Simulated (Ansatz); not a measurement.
Ansatz (a program for electronic structure) input (PBE0/def2-QZVPP):
A basis named .json is the Basis Set Exchange file of that set.

Ansatz 0.2 input:
```yaml
crystal:
  periodic: [false, false, false]
  atoms:
    - {symbol: C, position_ang: [1.01649544, -0.48903755, 0.33400321]}
    - {symbol: C, position_ang: [2.07159355, 0.52943331, 0.57731124]}
    - {symbol: C, position_ang: [-0.37390396, -0.13963136, -0.11688283]}
    - {symbol: C, position_ang: [-1.05494242, -1.39270000, -0.68464948]}
    - {symbol: C, position_ang: [-0.35359022, 0.95771013, -1.19335772]}
    - {symbol: C, position_ang: [-1.19098007, 0.36715355, 1.09467733]}
    - {symbol: H, position_ang: [1.17993706, -1.49861355, 0.69337818]}
    - {symbol: H, position_ang: [1.75311624, 1.29155940, 1.30369825]}
    - {symbol: H, position_ang: [2.33629210, 1.07839567, -0.33356731]}
    - {symbol: H, position_ang: [2.98289271, 0.07359008, 0.96430333]}
    - {symbol: H, position_ang: [-2.08242790, -1.17508937, -0.98473765]}
    - {symbol: H, position_ang: [-0.51672285, -1.76616761, -1.55792625]}
    - {symbol: H, position_ang: [-1.08391791, -2.19087951, 0.06042936]}
    - {symbol: H, position_ang: [0.22837902, 0.64251421, -2.06172498]}
    - {symbol: H, position_ang: [-1.36933917, 1.17863938, -1.52796704]}
    - {symbol: H, position_ang: [0.07911300, 1.88459824, -0.81396844]}
    - {symbol: H, position_ang: [-2.20872739, 0.62519103, 0.78972708]}
    - {symbol: H, position_ang: [-0.73483737, 1.25720199, 1.53162206]}
    - {symbol: H, position_ang: [-1.25179159, -0.39850853, 1.87012269]}
basis:
  gaussian:
    orbitals: def2-QZVPP.json
hamiltonian:
  xc: {name: PBE0}
magnetization: {spin_polarized: true, initial_magnetization: 1}
```

End of the output:

```
integrals: 1.67 GiB planned
1860 factors; their error is unknown
1.03 GiB of the device are held for the grids
7.34 GiB of device memory are held for the factors and their scratch space
mean field: 12.02 GiB planned
mean field evaluation 1: about -6411.3549 eV, gradient 5.9e1 eV
mean field evaluation 2: about -6400.7130 eV, gradient 7.2e1 eV
mean field evaluation 4: about -6427.7516 eV, gradient 4.1e0 eV
mean field evaluation 8: about -6427.8209 eV, gradient 6.8e-2 eV
mean field evaluation 16: about -6427.8165 eV, gradient 3.7e-4 eV
mean field -6427.81648373 eV, -236.2178988468 hartree, gradient 5.8e-5 eV, S^2 0.755227; 0 other end points of the search recorded, 0 dependent functions left out
reference -6427.81653037 eV, -236.2179005607 hartree; 25, 24 occupied and 707, 708 virtual orbitals, 1860 factors
Total energy: -6427.81653037 eV, -236.2179005607 hartree
```

It need not be the lowest isomer of its formula.
